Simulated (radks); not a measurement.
Q: Numerical settings for the iron ion Fe+, [Ar] 3d6 4s1. All-electron calculation, non-relativistic Kohn-Sham, TPSS, spin-polarised, spherical densities, point nucleus; open shells are filled with parallel spins first; meta-GGA in the generalised Kohn-Sham scheme. Program: a radial shooting solver on a logarithmic mesh with Libxc functionals. The defaults (mesh step 0.008 in ln r, mesh end at 40 bohr or more with all orbitals vanishing there, Anderson mixing 0.5 over 9 steps, residual threshold near 1e-9 with the energy settled to 1e-9 hartree or 1e-11 of itself, here a cap of 84 iterations) give E = -1263.419 hartree and 4s at -12.832 eV in 12 iterations. Run on one thread of a shared host, so times are rough (Arm Neoverse V2): 0.13 s of CPU time, 0.13 s wall, 12 iterations on 2546 mesh points. One setting is changed at a time: mesh step in ln r 0.003; mesh step in ln r 0.08; mesh step in ln r 0.03; mesh end (bohr) 400; mesh end (bohr) 3; residual threshold 1e-13; residual threshold 0.1; mixing 0.2; linear mixing, mixing 0.05; linear mixing, mixing 0.8; mixing history 20; iteration cap 8. Which runs fail to converge, and which converge to a wrong energy?

A: Not converged within the cap: mesh step in ln r 0.08; residual threshold 1e-13; linear mixing, mixing 0.05; linear mixing, mixing 0.8; iteration cap 8. Settled on a wrong energy, with an occupied level pushed above zero by the early mesh end: mesh end (bohr) 3 (+0.678 hartree). Apart from these: no run marked as converged misses the energy by more than 1 mhartree.
